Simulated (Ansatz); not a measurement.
Input file for Ansatz (a program for electronic structure): R-CCSD(T)/def2-QZVPP on HCl (SMILES Cl). The basis file is the Basis Set Exchange's JSON of that set.

Ansatz 0.2 input:
```yaml
crystal:
  periodic: [false, false, false]
  atoms:
    - {symbol: Cl, position_ang: [-0.00000000, -0.00000000, 0.64100645]}
    - {symbol: H, position_ang: [0.00000000, 0.00000000, -0.64100645]}
basis:
  gaussian:
    orbitals: def2-QZVPP.json
magnetization: {spin_polarized: false}
correlation: {method: ccsd_t, electrons: outside_noble_gas}
scf: {lower_state_search: off}
```

Task: What total energy does the run end on?

Result: -460.3647 hartree (reference determinant -460.1122, T1 diagnostic 0.006).
